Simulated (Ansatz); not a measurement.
Consider the hydrogenolysis of the Si–C bond: `C[Si](O)(Cl)C#N` + H₂ → `C[SiH](O)Cl` + `C#N`.

Computed with Ansatz on PBE0-D4/def2-TZVP structures; ΔE is electronic, products minus reactants. CBS: MP2 limit from def2 TZ/QZ plus the TZ coupled-cluster correction, frozen cores. This one scheme is used for every species. Each species was taken in one conformer, which may not be the lowest.

| species | HF/def2-TZVPP energy (Eh) |
| --- | --- |
| `C[Si](O)(Cl)C#N` | -956.05651 |
| H₂ | -1.13290 |
| `C[SiH](O)Cl` | -864.27371 |
| `C#N` | -92.91256 |

Problem. Work out ΔE.

Solution. ΔE = (-864.27371) + (-92.91256) − (-956.05651) − (-1.13290) = 0.00314 Eh = +8.2 kJ/mol. CCSD(T)/CBS gives +26.3 kJ/mol.

Largest T1 diagnostic among the species: 0.014.

In def2-TZVPP, CCSD(T) changes the Hartree–Fock value by +17.8 kJ/mol (the triples alone add +4.8 kJ/mol) and MP2 by +25.1 kJ/mol. The D4 term adds +9.5 kJ/mol with B3LYP and +5.4 kJ/mol with PBE0; it sums over pairs of atoms, weighted by their polarisabilities, and B3LYP, whose exchange is more repulsive, gets the larger term.

B3LYP here is the variant with VWN-RPA as its local correlation; programs differ in this.
